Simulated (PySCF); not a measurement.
`[SiH3]Cc1ccc(Cl)s1`, C5H7ClSSi

Geometry:
```csv
atom,x (Å),y (Å),z (Å)
Si1,-2.287,0.865,-0.422
C2,-1.265,-0.758,-0.422
C3,0.161,-0.488,-0.141
C4,0.803,-0.486,1.057
C5,2.168,-0.124,0.975
C6,2.548,0.155,-0.297
Cl7,4.103,0.632,-0.830
S8,1.239,-0.024,-1.425
H9,-1.760,1.750,-1.458
H10,-3.677,0.506,-0.700
H11,-2.165,1.486,0.896
H12,-1.368,-1.247,-1.390
H13,-1.656,-1.438,0.336
H14,0.319,-0.745,1.982
H15,2.832,-0.076,1.818
```

Computed with PySCF 2.14.0, GIAO wB97X-D/pcSseg-1 magnetisability, rotational g tensor and spin-rotation constants, non-relativistic, gas phase. Geometry: GFN2-xTB.

Q: What are the magnetisability and the molar susceptibility?

A: Isotropic -1632 × 10⁻³⁰ J/T², or -98.3 × 10⁻⁶ cm³/mol; principal values -2004, -1537, -1354 × 10⁻³⁰ J/T², anisotropy 580 × 10⁻³⁰ J/T² (root of half the summed squared differences of the principal values). The susceptibility is in cgs units.

Q: Split it along the inertial axes a, b, c into diamagnetic and paramagnetic parts about the centre of mass, with the quadrupole moment.

A: 
```tsv
axis	χ (10⁻⁶ cm³/mol)	diamagnetic (10⁻⁶ cm³/mol)	paramagnetic (10⁻⁶ cm³/mol)	summed x² of all electrons (Å²)	quadrupole Θ (D Å)
a	-94.9	-507.3	412.4	444.9	-0.02
b	-83.7	-2066.5	1982.8	77.4	+3.98
c	-116.2	-2215.9	2099.7	42.2	-3.96
```
Anisotropies 2χaa − χbb − χcc = +10.0 and 2χbb − χaa − χcc = +43.8 × 10⁻⁶ cm³/mol. Θ is traceless in Buckingham's convention.

Q: And the rotational g tensor?

A: 
| axis | rotational constant (GHz) | g | nuclear part | electronic part |
| --- | --- | --- | --- | --- |
| a | 3.2367 | -0.0422 | 0.5848 | -0.6270 |
| b | 0.5876 | -0.0114 | 0.5359 | -0.5474 |
| c | 0.5464 | -0.0011 | 0.5379 | -0.5390 |

Asymmetric top; isotopes 12C, 35Cl, 1H, 32S, 28Si; no vibrational averaging.
